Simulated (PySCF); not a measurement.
## Correlation energy of Ne⁺ (neon, charge +1)

[He] 2s2 2p5, 2P determinant. Computed with PySCF 2.14 in def2-TZVP (5s3p2d1f, 31 functions), with no relativity, point nucleus. Frozen: 1s2; 7 electrons correlated.

MP2 pair energies summed by pair of shells (mhartree):

```tsv
pair	energy	share (%)
2p-2p	-120.21	62.2
2s-2p	-63.47	32.8
2s-2s	-9.57	5.0
```

Total MP2 correlation energy: -193.25 mhartree.

Same-spin part -46.31 and opposite-spin part -146.94 mhartree; SCS-MP2 scales them by 1/3 and 6/5 to -191.76 mhartree.

```json
{"level": "CCSD", "correlation energy (mhartree)": "-205.55"}
{"level": "(T)", "correlation energy (mhartree)": "-2.24"}
{"level": "CCSD(T)", "correlation energy (mhartree)": "-207.79"}
```

Diagnostics: T1 = 0.0040, D1 = 0.0063, largest double amplitude 0.029.

Task: Is a single reference adequate?

Result: Yes: T1 lies below 0.03 and no double amplitude reaches 0.07.
